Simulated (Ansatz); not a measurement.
CH₆BFN₂, 11 atoms. Charge 0, multiplicity 1. The bonds changed during the relaxation, so this is another structure than the one it started from. All runs use 4 threads of an Intel Xeon Platinum 8259CL on a shared host. Correlated methods freeze the cores.

(1) Give the basis size and wall time and peak host memory of each of these runs in Ansatz. direct RPA on PBE orbitals/def2-TZVPP energy; RKS ωB97M-V/def2-SVP energy; RKS PBE0-D4/def2-TZVP frequencies; RKS PBE0-D4/def2-SVP energy; RKS PBE-D4/def2-TZVPP energy and forces; RHF-CCSD(T)/def2-TZVPP energy; RKS BHLYP-D4/def2-TZVPP energy; RKS ωB97M-V/def2-QZVPP energy; RHF-CCSD(T)/def2-SVP energy; RKS CAM-B3LYP-D4/def2-TZVPP energy; RKS PBE0-D4/def2-QZVPP energy; RKS SPW92 (LDA)/def2-TZVPP energy. (Estimate.)

Results:

(1) Computed: Other jobs shared the machine, so times are rough.

```csv
level,job,functions,wall time,peak host memory (GiB)
RKS PBE0-D4/def2-SVP,energy,100,0.9 s,0.21
RKS SPW92 (LDA)/def2-TZVPP,energy,239,1.4 s,0.28
RKS PBE-D4/def2-TZVPP,energy and forces,239,2.6 s,0.29
RKS ωB97M-V/def2-SVP,energy,100,2.8 s,0.3
RKS BHLYP-D4/def2-TZVPP,energy,239,2.9 s,0.51
RKS CAM-B3LYP-D4/def2-TZVPP,energy,239,3.4 s,0.57
RHF-CCSD(T)/def2-SVP,energy,100,4.4 s,0.49
direct RPA on PBE orbitals/def2-TZVPP,energy,239,4.7 s,0.6
RKS PBE0-D4/def2-QZVPP,energy,465,6 s,1.4
RKS ωB97M-V/def2-QZVPP,energy,465,14 s,1.8
RHF-CCSD(T)/def2-TZVPP,energy,239,81 s,5
RKS PBE0-D4/def2-TZVP,frequencies,191,2.1 min,0.53
```
